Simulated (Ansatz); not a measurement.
`[OH][Ge][SH]` and `[NH2][Ge][OH]` differ in one atom or group.

Ansatz, PBE0-D4/def2-TZVP geometries, multiplicity 1. Each molecule was computed in one conformer, which needn't be the lowest.

Scalar relativity is left out up to krypton.

```
                                                                                  property  `[OH][Ge][SH]`
                                            size of the dipole moment (PBE/def2-TZVPP) / D            0.79
ideal-gas entropy at 298 K and 1 bar (rigid rotor, harmonic PBE0-D4/def2-TZVP) / J/(mol·K)             302
                                        size of the dipole moment (ωB97M-V/def2-TZVPP) / D            0.89
                                                     HOMO energy (ωB97M-V/def2-TZVPP) / eV           -9.40
                                                     HOMO–LUMO gap (B3LYP/def2-TZVPP) / eV            4.97
                                                        LUMO energy (PBE0/def2-TZVPP) / eV           -1.99
```

Q: What does the change do to each property? (Estimate.)

A: Ansatz gave: 
```
                                                                                  property  `[NH2][Ge][OH]`  shift
                                            size of the dipole moment (PBE/def2-TZVPP) / D             2.59   1.80
ideal-gas entropy at 298 K and 1 bar (rigid rotor, harmonic PBE0-D4/def2-TZVP) / J/(mol·K)              292    -10
                                        size of the dipole moment (ωB97M-V/def2-TZVPP) / D             2.54   1.65
                                                     HOMO energy (ωB97M-V/def2-TZVPP) / eV            -9.56  -0.16
                                                     HOMO–LUMO gap (B3LYP/def2-TZVPP) / eV             5.91   0.94
                                                        LUMO energy (PBE0/def2-TZVPP) / eV            -1.06   0.93
```

The zero-point energy changes by 41.3 kJ/mol with +3 modes. Dipoles are sizes alone; their direction can turn.

B3LYP here is the variant with VWN-RPA as its local correlation; programs differ in this.
